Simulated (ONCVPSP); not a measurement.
**Cutoff test, Zn, ONCV**

ONCVPSP 4.0.1 input, shortened (lines: element, Z, core and valence counts, functional; n l f; lmax; l rc ep ncon nbas qcut; lloc lpopt rc5 dvloc0; l nproj debl; icmod fcfact rcfact), PBEsol, scalar-relativistic:

```
  Zn 30.00    3    4  -116133      upf
    1    0    2.00
    2    0    2.00
    2    1    6.00
    3    0    2.00
    3    1    6.00
    3    2   10.00
    4    0    2.00
    2
    0    1.00    0.00    4    7   15.60
    1    0.65    0.00    3    6   12.30
    2    1.00    0.00    4    8   18.00
    4    4    0.60    3.00
    0    3    1.30
    1    1    1.90
    2    2    1.10
    0    0.00    0.00
```

Task: For each optimised wave give the share of its norm inside rc, the residual kinetic energy above qcut (Ha) and the cutoffs (Ha) for errors of 10, 1, 0.1 and 0.01 mHa per electron.

Result:

| wave | norm inside rc | residual KE | 10 mHa | 1 mHa | 0.1 mHa | 0.01 mHa |
| --- | --- | --- | --- | --- | --- | --- |
| 3s | 0.891 | 1.0e-07 | 58.5 | 74.9 | 88.9 | 100.5 |
| 4s | 0.027 | 8.7e-09 | 38.7 | 60.0 | 77.0 | 91.2 |
| s projector 3 | 0.029 | 1.1e-08 | 41.3 | 62.2 | 79.1 | 93.1 |
| 3p | 0.464 | 1.4e-03 | 36.7 | 83.9 | 263.4 | not reached |
| 3d | 0.674 | 5.7e-07 | 93.3 | 112.1 | 127.5 | 139.9 |
| d projector 2 | 0.068 | 1.2e-08 | 76.9 | 99.6 | 118.0 | 133.0 |

The occupied waves need 112 Ha and 263 Ha for 1 and 0.1 mHa.
